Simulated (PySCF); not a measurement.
## Cost of excited-state runs on SMILES [CH2-][CH]C1CCCCC1, [C8H14]-, doublet, charge -1

Atom-mapped SMILES (the numbers label the heavy atoms): `[CH2-:1][CH:2][CH:3]1[CH2:4][CH2:5][CH2:6][CH2:7][CH2:8]1`; H(Xn) means a hydrogen on atom n. Ha(C4), Ha(C5), Ha(C6), Ha(C7), Ha(C8) are cis to C2 on the ring; Hb(C4), Hb(C5), Hb(C6), Hb(C7), Hb(C8) are trans to C2 on the ring.

PySCF with density fitting, on 1 thread of an Arm Neoverse V2, shared host. Command: `OMP_NUM_THREADS=1 python excited_run.py task.json out`

(1) How long does each of these runs take, and how much memory?
- open-shell absorption, BHandHLYP/def2-SVP; 10 states; full response; IEF-PCM tetrahydrofuran
- open-shell absorption, BHandHLYP/def2-SVP; 10 states; full response

## Answers

(1) 
| run | level | basis functions | wall time | peak memory (GiB) |
| --- | --- | --- | --- | --- |
| open-shell absorption | BHandHLYP/def2-SVP | 182 | 62 s | 1 |
| open-shell absorption | BHandHLYP/def2-SVP | 182 | 70 s | 0.75 |

Times from a shared host are rough.
